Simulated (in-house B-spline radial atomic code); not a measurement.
Cd⁺. Computed with a B-spline radial atomic code. Model: non-relativistic spherical atom: semilocal Troullier-Martins pseudo-atom, one channel per l, against all electrons, high spin, G0W0 and RPA with empty states to l = 8, local potential for every l without a channel, a model core (radius 0 = none) keeps its share of the functional.

Without relativity these are model numbers for so heavy an element.

What the tables leave out is listed at the end.

The pseudopotential gives back the lowest level of each angular momentum of its own functional in the configuration it was made in; a second state of the same l is only approximately right. Exact exchange, RPA and GW see the smooth pseudo-orbitals and miss the exchange with the core, for which the functional's share stands in. The column with an uncorrelated core keeps all orbitals and exact exchange, and so separates missing core correlation from pseudisation. Only the three outermost levels and the lowest empty one were computed. RPA here is direct RPA, with no exchange kernel, and its energies carry an (l + 1/2)⁻⁴ tail. A hybrid on a potential with a model core restores only its own semilocal share of the core's exchange.

Command:
```bash
python run_psgw.py task.json out
```
Settings (lengths in bohr, energies in hartree):
```
Z                      48
electrons              47
configuration          [Kr] 4d10 5s1
generated_in           [Kr] 4d10 5s2
functional             pbe,pbe
core_shells            7
radius_factor          0.8
core_correction        True
ion_configuration      [Kr] 4d10
```

Cost of the run: 28 s on 1 thread of Intel(R) Xeon(R) 6975P-C (Granite Rapids) (shared host).

Given: made with PBE; model core radius 0.602 bohr; local radius 0.879 bohr; mean-field start PBE.

Valence shells of the generating configuration: 4p, 4d, 5s.

Channel: s 1.952, p 0.69, d 0.778 (radii in bohr).

Computed: largest level miss in the spin-unpolarised generating configuration 0.007 eV; valence RPA correlation energy pseudo -1.3257 hartree; all-electron RPA polarisability, core included 19.852 bohr³; pseudo-atom RPA polarisability 19.898 bohr³; ionisation by mean-field all-electron 16.492 eV; ionisation by RPA all-electron 16.629 eV; ionisation by RPA pseudo minus all 1.108 eV.

| level | occupied | mean-field all-electron (eV) | mean-field pseudo minus all (eV) | G0W0 all-electron (eV) | G0W0 uncorrelated core minus all (eV) | G0W0 pseudo minus all (eV) | exchange self-energy all-electron (eV) | exchange self-energy pseudo (eV) |
| --- | --- | --- | --- | --- | --- | --- | --- | --- |
| 5s up | 1 | -12.765 | -0.008 | -16.669 | -0.016 | -0.903 | -12.404 | -12.779 |
| 4d down | 1 | -21.015 | 0.031 | -27.349 | 0.09 | 0.761 | -39.242 | -32.337 |
| 5s down (empty) | 0 | -11.827 | -0.01 | -8.7779 | -0.014 | -0.918 | -3.4679 | -3.8942 |

**Question.** What is the valence RPA correlation energy all-electron orbitals?

**Answer.** -1.0797 hartree.

**Question.** What is the ionisation by mean-field pseudo minus all?

**Answer.** 0.021 eV.

Given: mean-field start PBE0.

Computed: valence RPA correlation energy pseudo -1.2586 hartree; all-electron RPA polarisability, core included 17.563 bohr³; pseudo-atom RPA polarisability 16.169 bohr³; ionisation by mean-field all-electron 16.176 eV; ionisation by mean-field pseudo minus all 0.492 eV; ionisation by RPA pseudo minus all 1.233 eV.

```csv
level,occupied,mean-field all-electron (eV),mean-field pseudo minus all (eV),G0W0 all-electron (eV),G0W0 uncorrelated core minus all (eV),G0W0 pseudo minus all (eV),exchange self-energy all-electron (eV),exchange self-energy pseudo (eV)
5s up,1,-13.462,-0.409,-16.557,-0.014,-1.102,-12.213,-13.323
4d down,1,-23.247,0.337,-27.847,0.104,0.874,-39.364,-32.374
4d up,?,?,?,?,?,?,?,?
5s down (empty),0,-10.566,-0.365,-8.5672,-0.012,-0.867,-3.1623,-4.0124
```

**Question.** What belongs in the row 4d up?

**Answer.** occupied: 1; mean-field all-electron (eV): -23.445; mean-field pseudo minus all (eV): 0.27; G0W0 all-electron (eV): -28.054; G0W0 uncorrelated core minus all (eV): 0.098; G0W0 pseudo minus all (eV): 0.691; exchange self-energy all-electron (eV): -39.263; exchange self-energy pseudo (eV): -32.545.

**Question.** What is the ionisation by RPA all-electron?

**Answer.** 16.487 eV.

**Question.** What is the valence RPA correlation energy all-electron orbitals?

**Answer.** -1.0259 hartree.

Among the listed levels the largest G0W0 shift of the pseudo-atom is -1.10 eV, for 5s up on the PBE0 start, while leaving the core uncorrelated moves that level by -0.01 eV. So pseudisation and the lost core exchange, not the missing core correlation, make the error. Not in the tables (levels of low weight, unsolved or above zero; the highest and the empty levels are kept at any weight): on PBE the G0W0 levels 4d up (pseudo minus all +0.64 eV, weights 0.76 and 0.69); no Hartree-Fock pseudo-atom is run with a model core.
